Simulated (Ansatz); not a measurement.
Cost and result for the atomization energy of `[CH3][GaH][GeH2][C]#N` (11 atoms, 10 bonds).

```
atom    x (Å)    y (Å)    z (Å)
  C1  -0.2027   1.0876   1.6839
 Ga2   1.1204   0.1239   0.6089
 Ge3   0.3945  -0.9864  -1.4649
  C4  -1.5118  -0.6962  -1.6233
  N5  -2.6428  -0.4738  -1.6326
  H6  -1.2130   0.9666   1.2935
  H7   0.0461   2.1529   1.6942
  H8  -0.1708   0.7401   2.7197
  H9   2.6419   0.0198   0.9879
 H10   0.9815  -0.4195  -2.7683
 H11   0.5566  -2.5152  -1.4991
```

The species carries charge 0 and has multiplicity 1. Correlated methods include outer-core shells of Ga, Ge, which these sets cover unevenly. Scalar relativity is left out up to krypton. The structure was optimised at the PBE0-D4/def2-TZVP level. It is one conformer, not always the lowest. Program: Ansatz. All runs use 2 threads of an AMD EPYC 7R13 on a shared host and a share of an NVIDIA H100 80 GB. Times are those of one run each, without the atoms' runs, and a repeat can differ threefold. Electronic energies, without spin–orbit coupling; frozen cores. CCSD(T)/CBS adds CCSD(T) − MP2 in def2-TZVPP to the MP2 limit, and its time is that of the two runs behind it. T1 = 0.013. With those shells the extrapolation isn't a true limit. B3LYP takes the VWN-RPA correlation (the form of Gaussian; ORCA's B3LYP/G).

CCSD(T)/CBS is a level of theory with its own doubt, some kJ/mol a heavy atom from the limit and from the frozen cores, so smaller differences don't rank the functionals.

| level | functions | wall time | atomization (kJ/mol) | difference from CCSD(T)/CBS | per bond |
| --- | --- | --- | --- | --- | --- |
| PBE0-D4/def2-TZVPP | 273 | 1.5 s | 3758.4 | -18.2 | -1.8 |
| r2SCAN-D4/def2-TZVPP (with forces) | 273 | 1.8 s | 3767.6 | -9.0 | -0.9 |
| B3LYP-D4/def2-TZVPP (with forces) | 273 | 1.8 s | 3752.0 | -24.6 | -2.5 |
| PBE-D4/def2-TZVPP (with forces) | 273 | 1.9 s | 3828.9 | 52.3 | 5.2 |
| ωB97X-V/def2-TZVPP | 273 | 2.2 s | 3786.4 | 9.8 | 1.0 |
| B2PLYP/def2-TZVPP | 273 | 2.2 s | 3729.8 | -46.8 | -4.7 |
| ωB97M-V/def2-TZVPP (with forces) | 273 | 2.8 s | 3759.9 | -16.7 | -1.7 |
| CCSD(T)/def2-TZVPP | 273 | 6 s | 3699.5 | -77.1 | -7.7 |
| MP2/def2-QZVPP | 529 | 6.5 s | 3795.0 | 18.4 | 1.8 |
| CCSD(T)/CBS(def2) | – | 13 s | 3776.6 | 0.0 | 0.0 |

From PBE to PBE0 (25 % exact exchange), in def2-TZVPP and without D4, the atomization energy moves by −67.3 kJ/mol: exact exchange takes away binding that semilocal exchange gives to molecules. The D4 term adds +38.6 kJ/mol with B3LYP and +20.6 kJ/mol with PBE0; it sums over pairs of atoms, weighted by their polarisabilities, and B3LYP, whose exchange is more repulsive, gets the larger term. In def2-TZVPP, CCSD(T) changes the Hartree–Fock value by +1034.8 kJ/mol (the triples alone add +66.1 kJ/mol) and MP2 by +1085.7 kJ/mol; breaking electron pairs costs correlation energy, which Hartree–Fock lacks.
